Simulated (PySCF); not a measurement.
Species: C2H6B2F2.
Cartesian coordinates in Å at the PBE0-D3(BJ)/def2-SVP level; atoms count from 1:
```xyz
12
C2H6B2F2 angstrom
B     -1.492    0.404    0.723
C     -0.691    0.279   -0.608
C      0.564   -0.589   -0.594
B      1.636   -0.117    0.436
F      2.753   -0.788    0.652
F      1.475    0.987    1.149
H     -1.253   -0.306    1.677
H     -2.413    1.186    0.802
H     -0.476    1.297   -0.983
H     -1.439   -0.097   -1.338
H      0.323   -1.638   -0.346
H      1.053   -0.646   -1.584
```

Level: PBE0/pcSseg-1 and wB97X-D/def2-SVPD in PySCF, non-relativistic, on one gas-phase PBE0-D3(BJ)/def2-SVP geometry that isn't relaxed in the solvent. The solvent is an IEF-PCM continuum (cavity from Bondi-type radii × 1.2). Only the electrostatic response of the medium enters.

Gas phase at PBE0/pcSseg-1: HOMO -9.04 eV, LUMO -1.35 eV, dipole 1.92 D.

**Question.** What does the continuum do to the energy, the frontier levels and the dipole at PBE0/pcSseg-1 in cyclohexane and methanol?

**Answer.** 
| solvent | ε | E(solvent) − E(gas) (kJ/mol) | polarisation term (kJ/mol) | distortion of the solute (kJ/mol) | HOMO (eV) | LUMO (eV) | dipole (D) |
| --- | --- | --- | --- | --- | --- | --- | --- |
| cyclohexane | 2.017 | -4.00 | -4.18 | 0.18 | -8.92 | -1.26 | 2.09 |
| methanol | 32.61 | -9.82 | -10.96 | 1.14 | -8.79 | -1.18 | 2.34 |

The first energy column is the sum of the next two and covers electrostatics alone. From cyclohexane to methanol the lowering changes by a factor 2.46, Onsager's factor (ε − 1)/(2ε + 1) by 2.36 and ε itself by 16.2.

**Question.** Which radius a makes the point-dipole formula ΔE = −[(ε − 1)/(2ε + 1)]·μ²/a³ give the value in methanol, with the gas-phase dipole?

**Answer.** μ = 0.757 au and |ΔE| = 0.00374 Eh give a = 2.21 Å; the farthest nucleus lies 2.93 Å from the centroid of the nuclei, so such a sphere wouldn't even hold the nuclei. The formula assumes a rigid point dipole at the centre of a sphere.

**Question.** Give the dipole vector in the frame of the coordinates (D, pointing from negative to positive charge), gas and methanol.

**Answer.** Gas (-0.88, -0.47, -1.64), solvent (-0.97, -0.62, -2.04). Its length changes by +22 % and its direction by 3°.

**Question.** Which ESP-fitted charges (PBE0/pcSseg-1) respond most in cyclohexane (means over atoms taken as equivalent)?

**Answer.** 
```
  atoms                environment  gas (e)  solvent (e)  change
     B4     three-coordinate boron   +0.733       +0.746  +0.013
  F5/F6       boron-bound fluorine   -0.309       -0.318  -0.009
     C2  sp3 carbon bound to boron   -0.035       -0.028  +0.007
     C3  sp3 carbon bound to boron   -0.295       -0.301  -0.006
  H7/H8               B–H hydrogen   -0.146       -0.150  -0.004
H11/H12         methylene hydrogen   +0.064       +0.068  +0.004
     B1     three-coordinate boron   +0.330       +0.333  +0.003
 H9/H10         methylene hydrogen   +0.025       +0.026  +0.001
```

**Question.** How do the nuclear quadrupole coupling constants eQVzz/h respond in cyclohexane?

**Answer.** 
| nucleus | Q (barn) | gas (MHz) | solvent (MHz) | η gas | η solvent |
| --- | --- | --- | --- | --- | --- |
| 11B at B1 | 0.04059 | 6.05 | 6.04 | 0.07 | 0.08 |
| 11B at B4 | 0.04059 | 3.66 | 3.67 | 0.68 | 0.70 |

Gas phase at wB97X-D/def2-SVPD: HOMO -10.96 eV, LUMO 0.58 eV, dipole 1.97 D.

**Question.** What does the continuum do to the energy, the frontier levels and the dipole at wB97X-D/def2-SVPD in cyclohexane?

**Answer.** 
| solvent | ε | E(solvent) − E(gas) (kJ/mol) | polarisation term (kJ/mol) | distortion of the solute (kJ/mol) | HOMO (eV) | LUMO (eV) | dipole (D) |
| --- | --- | --- | --- | --- | --- | --- | --- |
| cyclohexane | 2.017 | -4.07 | -4.28 | 0.21 | -10.84 | 0.67 | 2.15 |

**Question.** How does the static polarisability (wB97X-D/def2-SVPD, frozen core, with the continuum's full static response) change?

**Answer.** 
```csv
medium,isotropic (au),principal values (au),⟨r²⟩ of the electrons (bohr²)
gas,51.9,"46.1, 51.2, 58.4",639.9
cyclohexane,57.0,"50.8, 56.6, 63.5",640.1
```

The isotropic value in cyclohexane is 1.10 times the gas-phase one; no cavity-field correction is applied. ⟨r²⟩ is taken about the centre of nuclear charge.

Note: wB97X-D ran without an empirical dispersion term, which enters the total energy and its gradient alone.
